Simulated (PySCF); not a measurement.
OSr, singlet, geometry from GFN2-xTB (such geometries of metal compounds can be far from the true shape) (core potentials on Sr); WB97X/def2-SVP run with PySCF.

PySCF was given this input:
```python
from pyscf import gto, scf, dft

mol = gto.M(
    atom='''
Sr   -0.00000000   -0.00000000   -0.34796338
O     0.00000000    0.00000000    1.65282606
''',
    basis='def2-svp',
    ecp={'Sr': 'def2-svp'},
    verbose=4,
)

mf = dft.RKS(mol)
mf.xc = 'wb97x'
mf.kernel()
mf.analyze()
```

It wrote (shortened):

```
PySCF version 2.14.0

[INPUT] verbose = 4
[INPUT] num. atoms = 2
[INPUT] num. electrons = 18
[INPUT] charge = 0
[INPUT] spin (= nelec alpha-beta = 2S) = 0
[INPUT] symmetry False subgroup None
[INPUT] Mole.unit = angstrom
[INPUT] Symbol           X                Y                Z      unit          X                Y                Z       unit  Magmom
[...]
nuclear repulsion = 21.1587366602655
number of shells = 15
number of NR pGTOs = 73
number of NR cGTOs = 37
basis = def2-svp
ecp = {'Sr': 'def2-svp'}

******** <class 'pyscf.dft.rks.RKS'> ********
method = RKS
initial guess = minao
damping factor = 0
level_shift factor = 0
DIIS = <class 'pyscf.scf.diis.CDIIS'>
diis_start_cycle = 1
diis_space = 8
diis_damp = 0
SCF conv_tol = 1e-09
SCF conv_tol_grad = None
SCF max_cycles = 50
direct_scf = True
direct_scf_tol = 1e-13
XC library pyscf.dft.libxc version 7.1.2
    S. Lehtola, C. Steigemann, M. J. T. Oliveira, and M. A. L. Marques,  SoftwareX 7, 1–5 (2018)
XC functionals = wb97x
    J.-D. Chai and M. Head-Gordon,  J. Chem. Phys. 128, 084106 (2008)
radial grids:
    Treutler-Ahlrichs [JCP 102, 346 (1995); DOI:10.1063/1.469408] (M4) radial grids

becke partition: Becke, JCP 88, 2547 (1988); DOI:10.1063/1.454033
pruning grids: <function nwchem_prune>
grids dens level: 3
symmetrized grids: False
atomic radii adjust function: <function treutler_atomic_radii_adjust>
small_rho_cutoff = 0
Set gradient conv threshold to 3.16228e-05
Initial guess from minao.
tot grids = 35992
init E= -94.0095255815019
[...]
cycle= 1 E= -104.847176215756  delta_E= -10.8  |g|= 1.83  |ddm|= 3.07
[...]
cycle= 2 E= -97.3603664849326  delta_E= 7.49  |g|= 3.42  |ddm|= 4.76
[...]
cycle= 3 E= -105.423306511607  delta_E= -8.06  |g|= 1.13  |ddm|= 4.17
[...]
cycle= 4 E= -105.728688234911  delta_E= -0.305  |g|=  0.4  |ddm|= 0.774
[...]
cycle= 5 E= -105.795630215409  delta_E= -0.0669  |g|= 0.082  |ddm|= 0.689
[...]
cycle= 6 E= -105.796803391408  delta_E= -0.00117  |g|= 0.0551  |ddm|= 0.0891
[...]
cycle= 7 E= -105.797346434512  delta_E= -0.000543  |g|= 0.0299  |ddm|= 0.0399
[...]
cycle= 8 E= -105.797574701575  delta_E= -0.000228  |g|= 0.00259  |ddm|= 0.0389
[...]
cycle= 9 E= -105.797577166183  delta_E= -2.46e-06  |g|= 0.000474  |ddm|= 0.00464
[...]
cycle= 10 E= -105.797577697838  delta_E= -5.32e-07  |g|= 0.000154  |ddm|= 0.00269
[...]
cycle= 11 E= -105.79757775825  delta_E= -6.04e-08  |g|= 0.000106  |ddm|= 0.000991
[...]
cycle= 12 E= -105.797577776832  delta_E= -1.86e-08  |g|= 2.88e-05  |ddm|= 0.000573
[...]
cycle= 13 E= -105.797577780962  delta_E= -4.13e-09  |g|= 1.09e-05  |ddm|= 0.000358
[...]
cycle= 14 E= -105.797577781118  delta_E= -1.56e-10  |g|= 2.65e-06  |ddm|= 6.4e-05
[...]
Extra cycle  E= -105.797577781128  delta_E= -9.49e-12  |g|= 3.1e-06  |ddm|= 9.14e-06
converged SCF energy = -105.797577781128
**** SCF Summaries ****
Total Energy =                        -105.797577781127501
Nuclear Repulsion Energy =              21.158736660265465
One-electron Energy =                 -198.101898137095219
Two-electron Energy =                   71.145583695702257
Two-electron Coulomb Energy =           84.104142714038289
DFT Exchange-Correlation Energy =      -12.958559018336029
HOMO-LUMO gap [eV] =                     6.211067196190919
**** MO energy ****
[...]
Dipole moment(X, Y, Z, Debye): -0.00000, -0.00000, -10.00034
```
